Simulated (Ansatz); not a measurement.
Cost and result up the ladder for Tl2H⁺ (3 atoms). Total charge 1; singlet. Geometry: PBE0-D4/def2-TZVP.

```xyz
3

Tl   -0.3334   -0.7461   -1.9717
Tl    0.3341    0.7465    1.9713
H    -0.0007   -0.0004    0.0004
```

Ansatz on 4 threads of Arm Neoverse V1 on a shared host. Times are rough, summed over both states, and most runs start from the orbitals of an earlier one. CCSD(T)/def2-TZVPP serves as the yardstick here, not as an exact answer. The other state is a quintet at its own geometry, which has other bonds, so the gap mixes isomer and spin.

In the def2 sets Tl takes a core potential; there is no spin–orbit coupling. B3LYP takes the VWN-RPA correlation. Correlated methods freeze 8 core orbitals; core or outer-core shells of Tl are correlated, in sets that lack core-valence functions. In the quintet geometry the species has come apart into loosely held pieces. The structure comes from a short search, and lower isomers may exist.

Run but left out: GFN1-xTB, GFN2-xTB (tight binding far off the other levels).

Correlated methods converge slowly with the basis.

```csv
level,functions,quintet − singlet (eV),difference from CCSD(T)/def2-TZVPP (eV)
MP2/def2-TZVP,106,8.25,0.17
CCSD(T)/def2-TZVPP,114,8.08,0.00
RPA@PBE/def2-TZVP,106,8.26,0.18
CAM-B3LYP-D4/def2-TZVP,106,8.25,0.16
BLYP-D4/def2-TZVP,106,8.57,0.49
PBE0-D4/def2-TZVP,106,7.94,-0.14
PBE-D4/def2-TZVP,106,8.19,0.11
BHLYP-D4/def2-TZVP,106,8.04,-0.04
r2SCAN0-D4/def2-TZVP,106,7.66,-0.42
B3LYP-D4/def2-TZVP (with forces),106,8.39,0.31
r2SCAN-D4/def2-TZVP,106,7.81,-0.27
```

(1) Estimate how long each takes.

Answers

(1) MP2/def2-TZVP 1.9 s; PBE-D4/def2-TZVP 2 s; BLYP-D4/def2-TZVP 2.5 s; BHLYP-D4/def2-TZVP 2.8 s; CAM-B3LYP-D4/def2-TZVP 3 s; B3LYP-D4/def2-TZVP (with forces) 3 s; PBE0-D4/def2-TZVP 3.1 s; RPA@PBE/def2-TZVP 4.2 s; r2SCAN-D4/def2-TZVP 4.5 s; r2SCAN0-D4/def2-TZVP 5.2 s; CCSD(T)/def2-TZVPP 14 s. On shared hardware such times vary by a factor of up to 3.
